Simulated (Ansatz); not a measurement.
Input file for Ansatz (a quantum-chemistry and plane-wave program): R-BHLYP/def2-TZVPP on C2H6Cd (SMILES [CH3][Cd][CH3]). Elements past Kr take the def2 small-core potentials; no spin–orbit coupling.

Ansatz 0.2 input:
```yaml
crystal:
  periodic: [false, false, false]
  atoms:
    - {symbol: Cd, position_ang: [-0.00258569, -0.00101614, 0.00006120]}
    - {symbol: C, position_ang: [0.43554524, -0.95221251, 1.86127256]}
    - {symbol: C, position_ang: [-0.43611041, 0.95201133, -1.86128050]}
    - {symbol: H, position_ang: [-0.48725858, -1.20406741, 2.38486163]}
    - {symbol: H, position_ang: [1.02560595, -0.28889271, 2.49454916]}
    - {symbol: H, position_ang: [1.00224743, -1.86864336, 1.69334556]}
    - {symbol: H, position_ang: [-1.51417628, 1.03590270, -2.00227469]}
    - {symbol: H, position_ang: [-0.02042239, 0.37445950, -2.68761662]}
    - {symbol: H, position_ang: [-0.00294527, 1.95255859, -1.88301829]}
basis:
  gaussian:
    orbitals: def2-TZVPP
hamiltonian:
  xc: {name: BHLYP}
scf: {lower_state_search: off}
```

Output:

```
WARN ansatz: RAYON_NUM_THREADS=4 ignored (pool sized by the plan → 4); use --threads N
Functional definition: BHLYP
these checks for a lower state are left out or cut short: stability, starts, cluster_reference, orbital_swaps, neighbouring_geometries, increment
integrals: 0.09 GiB planned
1238 factors; their error is unknown
mean field: 0.94 GiB planned
mean field evaluation 1: about -6725.0477 eV, gradient 6.1e1 eV
mean field evaluation 2: about -6725.8355 eV, gradient 5.6e1 eV
mean field evaluation 4: about -6733.3564 eV, gradient 1.7e0 eV
mean field evaluation 8: about -6733.3596 eV, gradient 4.3e-2 eV
mean field evaluation 16: about -6733.5090 eV, gradient 4.9e-6 eV
mean field -6733.50897494 eV, -247.4518906928 hartree, gradient 4.9e-6 eV, S^2 0.000000; 0 other end points of the search recorded, 0 dependent functions left out
reference -6733.50915980 eV, -247.4518974862 hartree; 19, 19 occupied and 183, 183 virtual orbitals, 1238 factors
Total energy: -6733.50915980 eV, -247.4518974862 hartree
Checks for a lower state left out: stability, starts, cluster_reference, orbital_swaps, neighbouring_geometries, increment
```

The run converged.

Cost: around 2.4 core-seconds (rough).
